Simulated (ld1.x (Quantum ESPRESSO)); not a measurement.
**Before and after: ultrasoft potential for sulfur (S)**

| Property | Result |
| --- | --- |
| Element | S (Z = 16) |
| Generator | ld1.x (Quantum ESPRESSO) 7.5 |
| Type | ultrasoft |
| Functional | PBE |
| Relativity | scalar-relativistic |
| Frozen core | [He] |
| Valence charge | 14 |
| Reference configuration | 2s2 2p6 3s2 3p2 (charge +2) |
| Partial waves | 2s (bound): rcut 0.70, rcutus 0.95 bohr; 3s (bound): rcut 0.70, rcutus 0.95 bohr; 2p (bound): rcut 0.90, rcutus 0.95 bohr; 3p (bound): rcut 0.90, rcutus 0.95 bohr |
| Local potential | all-electron potential smoothed inside 0.85 bohr (lloc = -2) |
| Core correction | Bessel-smoothed model core inside 0.85 bohr |
| Augmentation charge | PSQ, inside the norm-conserving radii |

Change: all radii but the core radius scaled by about 0.74 (s 0.70, p 0.70 bohr, rcut 0.52/0.68); local potential all-electron potential smoothed inside 0.64 bohr (lloc = -2).

Cutoffs: the cutoffs (Ry, on a coarse ladder) from which the occupation-weighted sum of valence levels, in a spherical-Bessel basis at the reference potential, stays within 10 and 1 mRy of its value at 400 Ry; they do not see the model core or the augmentation charge, which bear on the density cutoff. Errors are all-electron minus pseudo energies relative to the spin-unpolarised reference configuration.

**Question.** How do hardness, ghosts and transferability respond?

**Answer.** Of the 7 tests that both files solve, the error grows in 5 and shrinks in 0 by more than 15 % and 0.3 meV (median size 0.4 → 4.3 meV); neither file shows a bound ghost. That the errors move this way runs against the usual rule that smaller radii transfer better.

| quantity | base | changed |
| --- | --- | --- |
| cutoff, loose | 140 Ry | 260 Ry |
| cutoff, tight | 230 Ry | over 300 Ry |
| loose cutoff by channel (10 mRy a level) | s 110 Ry, p 80 Ry | s 120 Ry, p 230 Ry |
| bound ghosts | none | none |
| error for 2s2 2p6 3s2 3p4, meV [ΔE -34.05 eV] | 0.0 | +2.5 |
| error for 2s2 2p6 3s2 3p3, meV [ΔE -22.28 eV] | +0.3 | +0.9 |
| error for 2s2 2p6 3s2 3p1, meV [ΔE 34.04 eV] | -0.4 | +4.3 |
| error for 2s2 2p6 3s2 3p0, meV [ΔE 80.84 eV] | +0.6 | +22 |
| error for 2s2 2p6 3s0 3p6, meV [ΔE -13.31 eV] | +5.9 | +6.2 |
| error for 2s1 2p6 3s2 3p4, meV [ΔE 193.26 eV] | -523 | -461 |
| error for 2s2 2p6 3s2 3p3.5, meV [ΔE -29.39 eV] | +0.2 | +1.8 |
| lowest overlap eigenvalue by channel | s 0.12, p 0.83 | s 0.30, p 0.25 |
